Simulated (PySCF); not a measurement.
H5Si2, SMILES [SiH2][SiH3], multiplicity 2.

The structure is a stationary point at ωB97X-D3(BJ)/def2-TZVP. The isomer is the one that the SMILES or the coordinates give; other isomers of the formula were not compared.

The numbers are results of TDA-CAM-B3LYP/def2-SVPD run with PySCF 2.14.0, not measurements.

Vertical excitations. 

```json
[
 {"state": "root 1", "energy (eV)": "4.04", "λ (nm)": "307", "f": "0.007", "main pairs": "β HOMO→LUMO 97 %"},
 {"state": "root 2", "energy (eV)": "4.89", "λ (nm)": "254", "f": "0.006", "main pairs": "α HOMO→LUMO+2 87 %"},
 {"state": "root 3", "energy (eV)": "5.19", "λ (nm)": "239", "f": "0.000", "main pairs": "α HOMO→LUMO+2 5 %, β HOMO−1→LUMO 73 %, β HOMO−3→LUMO 19 %"},
 {"state": "root 4", "energy (eV)": "5.21", "λ (nm)": "238", "f": "0.015", "main pairs": "α HOMO→LUMO+1 85 %"},
 {"state": "root 5", "energy (eV)": "5.30", "λ (nm)": "234", "f": "0.046", "main pairs": "α HOMO→LUMO 71 %"},
 {"state": "root 6", "energy (eV)": "5.88", "λ (nm)": "211", "f": "0.114", "main pairs": "α HOMO→LUMO+3 73 %"},
 {"state": "root 7", "energy (eV)": "6.15", "λ (nm)": "202", "f": "0.039", "main pairs": "α HOMO→LUMO+5 76 %"},
 {"state": "root 8", "energy (eV)": "6.16", "λ (nm)": "201", "f": "0.034", "main pairs": "α HOMO→LUMO+4 85 %"},
 {"state": "root 9", "energy (eV)": "6.44", "λ (nm)": "193", "f": "0.039", "main pairs": "β HOMO−2→LUMO 89 %"},
 {"state": "root 10", "energy (eV)": "6.57", "λ (nm)": "189", "f": "0.000", "main pairs": "β HOMO−3→LUMO 74 %, β HOMO−1→LUMO 21 %"}
]
```
Unrestricted roots are not spin-pure.
